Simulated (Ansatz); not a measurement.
Diatomic CsBr, closed-shell singlet (the spin of the measured ground state). No spin–orbit coupling. Br is treated without relativity.

```csv
level,bond energy D_e (eV)
SVWN5/def2-TZVPP,4.420
PBE/def2-TZVPP,4.049
r2SCAN/def2-TZVPP,4.216
B97M-V/def2-TZVPP,3.967
B3LYP/def2-TZVPP,3.952
PBE0/def2-TZVPP,4.064
BHLYP/def2-TZVPP,3.923
CAM-B3LYP/def2-TZVPP,4.022
wB97X-V/def2-TZVPP,4.227
wB97M-V/def2-TZVPP,4.164
B2PLYP/def2-TZVPP,3.981
CCSD/def2-TZVPP,3.854
CCSD/def2-QZVPP,4.016
CCSD(T)/def2-TZVPP,3.911
CCSD(T)/def2-QZVPP,4.091
```

The rows run from 3.854 (CCSD/def2-TZVPP) to 4.420 eV (SVWN5/def2-TZVPP). From def2-TZVPP to def2-QZVPP CCSD(T) changes by 0.180. The 11 functionals in def2-TZVPP without D3 or D4 span 0.497, from BHLYP to SVWN5.

D_e counts from the fitted minimum to each atom's lowest state at the same level, without counterpoise. The singlet is restricted.

Correlated levels freeze the inner cores; with def2 sets outer-core shells near the valence are correlated too.

Codes used: Ansatz (Gaussian orbitals). Each number belongs to the level named beside it. In def2 rows elements past Kr take small-core potentials, without spin–orbit coupling.

Ansatz is a program for electronic structure.
